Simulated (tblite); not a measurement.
Compound: C₃H₁₁BrOSi₃.
SMILES with atom numbers: `[OH:1][SiH2:2][SiH2:3][Si@H:4]([Br:5])[CH:6]1[CH2:7][CH2:8]1` (hydrogens: H9 on O1; H10, H11 on Si2; H12, H13 on Si3; H14 on Si4; H15 on C6; H16, H17 on C7; H18, H19 on C8)

Computed with GFN2-xTB (tblite), gas phase: L-BFGS steps from a force-field or distance-geometry start until the largest atomic force falls under 0.01 eV/Å.

Step 23: E = -691.6629 eV
```
atom  x, y, z in Å  |  force x, y, z in eV/Å
O1      3.9972    1.1967    0.1156   -0.046  -0.024  -0.033
Si2     2.4144    0.9442    0.3905    0.029  -0.019   0.047
Si3     1.7074   -1.2434    0.1307   -0.018  -0.013   0.005
Si4    -0.5392   -1.3322    0.7202    0.017  -0.023   0.064
Br5    -1.4536   -3.3922    0.6683    0.057   0.077  -0.027
C6     -1.5752   -0.2767   -0.4421    0.041  -0.037   0.003
C7     -1.7749    1.1758   -0.1127    0.065  -0.055  -0.007
C8     -2.9226    0.2309   -0.0187    0.005  -0.065  -0.016
H9      4.3836    1.2608   -0.7521   -0.009  -0.044   0.011
H10     2.3099    1.3907    1.7761    0.005   0.020   0.004
H11     1.6172    1.8221   -0.4744    0.006   0.052  -0.028
H12     2.4330   -2.2419    0.9334   -0.012   0.027  -0.013
H13     1.8313   -1.7702   -1.2453    0.007   0.022   0.032
H14    -0.8895   -0.9305    2.0895    0.001  -0.035  -0.023
H15    -1.4623   -0.5081   -1.4953   -0.056   0.026  -0.053
H16    -1.7624    1.8919   -0.9204    0.010   0.020   0.001
H17    -1.3463    1.5503    0.8056    0.004   0.039   0.001
H18    -3.7024    0.2855   -0.7627   -0.043   0.019   0.012
H19    -3.2752   -0.0443    0.9634   -0.064   0.015   0.021
```

Step 24: E = -691.6644 eV
```
atom  x, y, z in Å  |  force x, y, z in eV/Å
O1      3.9993    1.2015    0.1146   -0.015  -0.023  -0.033
Si2     2.4180    0.9480    0.3899   -0.011   0.002   0.046
Si3     1.7079   -1.2371    0.1327   -0.065  -0.016   0.018
Si4    -0.5411   -1.3334    0.7194    0.030  -0.016   0.071
Br5    -1.4542   -3.3931    0.6634    0.058   0.066  -0.028
C6     -1.5778   -0.2799   -0.4440    0.034  -0.051   0.009
C7     -1.7718    1.1720   -0.1122    0.014  -0.038  -0.010
C8     -2.9243    0.2293   -0.0177    0.024  -0.032  -0.013
H9      4.3882    1.2520   -0.7527   -0.004  -0.042   0.004
H10     2.3175    1.3919    1.7766    0.001   0.025   0.001
H11     1.6195    1.8247   -0.4769    0.016   0.043  -0.011
H12     2.4303   -2.2345    0.9376    0.001   0.012  -0.011
H13     1.8256   -1.7632   -1.2427    0.019   0.010   0.014
H14    -0.8963   -0.9356    2.0894    0.006  -0.035  -0.036
H15    -1.4660   -0.5107   -1.4982   -0.061   0.029  -0.026
H16    -1.7587    1.8891   -0.9204    0.005   0.002   0.029
H17    -1.3413    1.5462    0.8066   -0.012   0.019  -0.032
H18    -3.7056    0.2870   -0.7614   -0.010   0.021   0.037
H19    -3.2789   -0.0451    0.9657   -0.032   0.024  -0.028
```

Step 25: E = -691.6657 eV
```
atom  x, y, z in Å  |  force x, y, z in eV/Å
O1      4.0006    1.2046    0.1131   -0.004  -0.025  -0.004
Si2     2.4205    0.9510    0.3903   -0.044   0.021   0.025
Si3     1.7073   -1.2323    0.1346   -0.083  -0.008   0.026
Si4    -0.5420   -1.3346    0.7200    0.034  -0.001   0.046
Br5    -1.4533   -3.3923    0.6588    0.050   0.036  -0.028
C6     -1.5791   -0.2834   -0.4455    0.012  -0.044   0.012
C7     -1.7689    1.1682   -0.1121   -0.033  -0.024  -0.009
C8     -2.9252    0.2271   -0.0171    0.042   0.004  -0.007
H9      4.3916    1.2440   -0.7530    0.008  -0.039  -0.027
H10     2.3235    1.3934    1.7773   -0.001   0.032   0.004
H11     1.6217    1.8276   -0.4792    0.028   0.028   0.010
H12     2.4281   -2.2283    0.9408    0.012  -0.003  -0.006
H13     1.8214   -1.7572   -1.2404    0.027   0.000  -0.001
H14    -0.9014   -0.9403    2.0889    0.005  -0.026  -0.024
H15    -1.4703   -0.5121   -1.5011   -0.054   0.023   0.002
H16    -1.7555    1.8869   -0.9199    0.001  -0.016   0.044
H17    -1.3375    1.5436    0.8068   -0.021  -0.003  -0.051
H18    -3.7086    0.2886   -0.7597    0.022   0.019   0.049
H19    -3.2828   -0.0453    0.9671   -0.001   0.026  -0.060
```

Step 26: E = -691.6668 eV
```
atom  x, y, z in Å  |  force x, y, z in eV/Å
O1      4.0019    1.2084    0.1117    0.023  -0.027  -0.023
Si2     2.4227    0.9548    0.3908   -0.068   0.030   0.001
Si3     1.7048   -1.2273    0.1370   -0.069   0.004   0.027
Si4    -0.5427   -1.3363    0.7213    0.023   0.018   0.004
Br5    -1.4521   -3.3914    0.6537    0.040  -0.004  -0.029
C6     -1.5803   -0.2879   -0.4467   -0.008  -0.027   0.005
C7     -1.7663    1.1637   -0.1121   -0.051   0.002  -0.007
C8     -2.9254    0.2249   -0.0167    0.034   0.027   0.004
H9      4.3964    1.2349   -0.7539   -0.005  -0.040  -0.007
H10     2.3307    1.3962    1.7778   -0.005   0.038   0.010
H11     1.6245    1.8315   -0.4812    0.036   0.016   0.027
H12     2.4259   -2.2218    0.9437    0.019  -0.013  -0.003
H13     1.8175   -1.7514   -1.2378    0.030  -0.007  -0.009
H14    -0.9077   -0.9461    2.0879    0.002  -0.012   0.006
H15    -1.4758   -0.5134   -1.5040   -0.040   0.009   0.027
H16    -1.7523    1.8844   -0.9185   -0.003  -0.029   0.042
H17    -1.3338    1.5402    0.8061   -0.024  -0.021  -0.051
H18    -3.7112    0.2909   -0.7570    0.043   0.013   0.042
H19    -3.2864   -0.0450    0.9675    0.025   0.022  -0.066
```

Q: Estimate the geometry and energy of step 27. (The exact step hangs on the optimiser's Hessian estimate; all steps are aligned on step 26, rigid shifts and turns removed.)

A: E = -691.6678 eV, largest force 0.066 eV/Å
```
atom  x, y, z in Å  |  force x, y, z in eV/Å
O1      4.0026    1.2086    0.1096   -0.014  -0.033   0.033
Si2     2.4229    0.9576    0.3919   -0.046   0.027  -0.018
Si3     1.7019   -1.2239    0.1396   -0.029   0.013   0.017
Si4    -0.5420   -1.3366    0.7227   -0.002   0.025  -0.032
Br5    -1.4487   -3.3896    0.6486    0.029  -0.040  -0.027
C6     -1.5811   -0.2916   -0.4473   -0.027   0.006   0.004
C7     -1.7652    1.1603   -0.1123   -0.045   0.009  -0.005
C8     -2.9251    0.2234   -0.0164    0.022   0.035   0.006
H9      4.3976    1.2269   -0.7548    0.012  -0.038  -0.052
H10     2.3339    1.3979    1.7790   -0.005   0.045   0.013
H11     1.6276    1.8343   -0.4827    0.032   0.017   0.034
H12     2.4249   -2.2169    0.9465    0.018  -0.016  -0.006
H13     1.8152   -1.7460   -1.2361    0.030  -0.010  -0.005
H14    -0.9102   -0.9499    2.0874   -0.005   0.001   0.035
H15    -1.4808   -0.5137   -1.5058   -0.024  -0.010   0.036
H16    -1.7499    1.8821   -0.9169   -0.009  -0.022   0.016
H17    -1.3317    1.5380    0.8045   -0.018  -0.029  -0.028
H18    -3.7124    0.2926   -0.7542    0.043   0.009   0.014
H19    -3.2893   -0.0442    0.9665    0.038   0.011  -0.036
```

The energy changes by -0.0010 eV. The first-order estimate −F·Δx gives -0.0015 eV and the mean of the old and new forces, exact on a quadratic surface, -0.0010 eV. The step makes an angle of 69° with the force vector and moves no atom by more than 0.008 Å.

The cost below is that of the whole relaxation. Hardware: one thread of an Arm Neoverse N1, on a shared host. Cost: 3.7 s.
